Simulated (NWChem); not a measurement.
# C₃H₅NO; SMILES N#CCCO

```xyz
10

N      0.3043     2.5767     0.0164
C     -0.1315     1.5012    -0.0098
C     -0.6376     0.1276    -0.0373
C      0.4995    -0.9193     0.0083
O     -0.0141    -2.2341    -0.0750
H     -1.3128    -0.0161     0.8165
H     -1.2292    -0.0275    -0.9467
H      1.1507    -0.7882    -0.8599
H      1.1107    -0.7675     0.9093
H     -0.4268    -2.4561     0.7740
```
Atoms are numbered in this order, from 1.

Computed with NWChem. Pople sets run with spherical d functions. All runs use the structure optimised with B3LYP/6-31G* (spherical d). Atomic charges in e: unrestrained fits to the electrostatic potential beside Mulliken populations; buried atoms are poorly determined by the fit.

Question: What does the run give for Hartree-Fock/6-31G*? Quantities: ESP N1; Mulliken N1; ESP C2; Mulliken C2; ESP C3; Mulliken C3; ESP C4; Mulliken C4; ESP O5; Mulliken O5; relative RMS misfit of the potential (%).

Answer: 
| Quantity | Result |
|---|---|
| ESP N1 | -0.46 |
| Mulliken N1 | -0.40 |
| ESP C2 | 0.28 |
| Mulliken C2 | 0.25 |
| ESP C3 | -0.08 |
| Mulliken C3 | -0.41 |
| ESP C4 | 0.47 |
| Mulliken C4 | 0.04 |
| ESP O5 | -0.71 |
| Mulliken O5 | -0.76 |
| relative RMS misfit of the potential (%) | 15 |
